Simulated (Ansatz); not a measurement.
Cost and result for the atomization energy of C5H6F2 (`FC1=CC(F)CC1`) (13 atoms, 13 bonds).

```xyz
13

F    -0.854   -2.474   -0.211
C    -0.337   -1.256   -0.106
C     0.957   -0.967   -0.119
C     1.125    0.511   -0.049
F     1.523    1.004   -1.299
C    -0.266    1.044    0.313
C    -1.253   -0.092    0.018
H     1.768   -1.672   -0.233
H     1.899    0.840    0.649
H    -0.290    1.293    1.375
H    -0.473    1.956   -0.247
H    -1.815    0.051   -0.910
H    -1.985   -0.238    0.817
```

Charge 0, multiplicity 1. Geometry: relaxed with PBE0-D4/def2-TZVP. Program: Ansatz. All runs use 4 threads of an Arm Neoverse N1 on a shared host. Times are those of one run each, without the atoms' runs, and a repeat can differ threefold. Electronic energies, without spin–orbit coupling; frozen cores. CCSD(T)/CBS adds CCSD(T) − MP2 in def2-TZVPP to the MP2 limit, and its time is that of the two runs behind it. T1 = 0.011. B3LYP takes the VWN-RPA correlation (the form of Gaussian; ORCA's B3LYP/G). HSE06 is the plane-wave form, built on full-range PBE exchange.

CCSD(T)/CBS is a level of theory with its own doubt, some kJ/mol a heavy atom from the limit and from the frozen cores, so smaller differences don't rank the functionals.

| level | functions | wall time |
| --- | --- | --- |
| LDA (SPW92)/def2-TZVPP | 301 | 2.9 s |
| PBE-D4/def2-TZVPP (with forces) | 301 | 6 s |
| HSE06-D4/def2-TZVPP | 301 | 7.5 s |
| r2SCAN-D4/def2-TZVPP (with forces) | 301 | 12 s |
| B3LYP-D4/def2-TZVPP (with forces) | 301 | 12 s |
| r2SCANh-D4/def2-TZVPP | 301 | 13 s |
| B2PLYP/def2-TZVPP | 301 | 15 s |
| PBE-QIDH/def2-TZVPP | 301 | 16 s |
| ωB97X-V/def2-TZVPP | 301 | 18 s |
| CCSD(T)/def2-SVP | 128 | 32 s |
| MP2/def2-QZVPP | 579 | 68 s |
| CCSD(T)/def2-TZVPP | 301 | 33 min |
| CCSD(T)/CBS(def2) | – | 34 min |

(1) What atomization energy does each give, and how far from CCSD(T)/CBS? (Best estimate.)

Answers

(1) Computed: 
```
                             level  atomization (kJ/mol)  difference from CCSD(T)/CBS  per bond
            LDA (SPW92)/def2-TZVPP                6563.8                        953.8      73.4
   PBE-D4/def2-TZVPP (with forces)                5820.3                        210.3      16.2
               HSE06-D4/def2-TZVPP                5699.1                         89.1       6.9
r2SCAN-D4/def2-TZVPP (with forces)                5652.0                         42.0       3.2
 B3LYP-D4/def2-TZVPP (with forces)                5611.4                          1.4       0.1
             r2SCANh-D4/def2-TZVPP                5612.1                          2.1       0.2
                 B2PLYP/def2-TZVPP                5565.4                        -44.6      -3.4
               PBE-QIDH/def2-TZVPP                5631.5                         21.5       1.7
                ωB97X-V/def2-TZVPP                5635.0                         25.0       1.9
                  CCSD(T)/def2-SVP                5390.3                       -219.7     -16.9
                    MP2/def2-QZVPP                5700.4                         90.4       7.0
                CCSD(T)/def2-TZVPP                5476.8                       -133.2     -10.2
                 CCSD(T)/CBS(def2)                5610.0                          0.0       0.0
```

In def2-TZVPP, CCSD(T) changes the Hartree–Fock value by +1374.0 kJ/mol (the triples alone add +95.5 kJ/mol) and MP2 by +1519.3 kJ/mol; breaking electron pairs costs correlation energy, which Hartree–Fock lacks. The D4 term adds +43.1 kJ/mol with B3LYP and +22.5 kJ/mol with PBE0; it sums over pairs of atoms, weighted by their polarisabilities, and B3LYP, whose exchange is more repulsive, gets the larger term. At CCSD(T), def2-SVP lies −219.7 kJ/mol from the extrapolated value and def2-TZVPP −133.2 kJ/mol: correlation converges slowly with the basis, and small sets miss more of it in the bonded molecule than in its fragments.
